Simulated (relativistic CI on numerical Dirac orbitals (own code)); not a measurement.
**Ge17+: q coefficients and field-shift factors**

These numbers are calculated, not measured: Dirac-Coulomb-Breit CI, orbitals from a KLI potential per configuration, derivatives by finite differences, unscaled Slater integrals, QED left out (own radial code, finite nucleus).

Configuration list (outside the closed core [Ne]): 3s²3p³, 3s3p⁴, 3s²3p²3d, 3p⁵, 3s3p³3d, 3p⁴3d, 3s²3p3d², 3s²3d³, 3s3p3d³, 3p³3d², 3p²3d³. Double excitations out of closed p, d and f shells are left out; levels of such configurations are missing from the list, as are those of other unlisted configurations, and high levels can miss mixing partners.

With x = (α/α₀)² − 1 an excitation energy changes as ω = ω₀ + qx; K = 2q/ω₀ is the relative enhancement. Terms are leading LS components, so labels can repeat. The field-shift factor is F = δν/δ⟨r²⟩ for the transition from the lowest level.

Lowest level 3s²3p³ ⁴S°3/2.

| Level | ω₀ (cm⁻¹) | q (cm⁻¹) | K | F (GHz/fm²) |
| --- | --- | --- | --- | --- |
| 3s²3p³ ²D°3/2 | 59340 | 6355 | 0.214 | -0.0526 |
| 3s²3p³ ²D°5/2 | 76957 | 25350 | 0.659 | -0.0805 |
| 3s²3p³ ²P°1/2 | 116135 | 26420 | 0.455 | -0.605 |
| 3s²3p³ ²P°3/2 | 145554 | 70690 | 0.971 | -0.874 |
| 3s3p⁴ ⁴P5/2 | 426538 | 44060 | 0.207 | -41.4 |
| 3s3p⁴ ⁴P3/2 | 455546 | 73860 | 0.324 | -41 |
| 3s3p⁴ ⁴P1/2 | 465721 | 79390 | 0.341 | -41.1 |
| 3s3p⁴ ²D3/2 | 525250 | 57600 | 0.219 | -34.9 |
| 3s3p⁴ ²D5/2 | 535908 | 76630 | 0.286 | -36.3 |
| 3s²3p²3d ²P3/2 | 595563 | 57890 | 0.194 | -22.6 |
| 3s3p⁴ ²P1/2 | 605619 | 59110 | 0.195 | -28.7 |
| 3s²3p²3d ⁴F3/2 | 623979 | 5507 | 0.0177 | -0.196 |
| 3s²3p²3d ⁴F5/2 | 636329 | 16930 | 0.0532 | 0.665 |

At this charge energies of transitions that change n are usually good to better than 1 %, and those within a shell (Δn = 0) to a few per cent.
